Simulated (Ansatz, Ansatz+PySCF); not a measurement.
```yaml
atoms:
  - { symbol: Cl, position_ang: [0.0000, 0.0000, -2.0175] }
  - { symbol: Mg, position_ang: [0.0000, 0.0000, 0.0000] }
  - { symbol: Cl, position_ang: [0.0000, 0.0000, 2.0175] }
```

Basis set: def2-SVP (spherical functions). Correlated methods keep 11 orbitals frozen. Charge 0, multiplicity 1.

Computed with Ansatz (development build ahead of 0.2.0); each method stands on the lowest determinant of its kind that the runs found. Restricted open shells among the atoms or ions are ROHF, correlated in semicanonical orbitals with singles.

Question: Give the atomization energy at this shape (free ground-state atoms in the same class of orbitals less the molecule, no zero-point energy) of singlet MgCl2 by RHF-CCSD(T), RHF-CCSD, RHF-MP2, UHF-MP2, RHF, UHF.

Answer:

```tsv
method	atomization energy
RHF-CCSD(T)	6.93 eV
RHF-CCSD	6.85 eV
RHF-MP2	7.38 eV
UHF-MP2	7.41 eV
RHF	6.27 eV
UHF	6.06 eV
```

Caution: the shape is not the minimum.
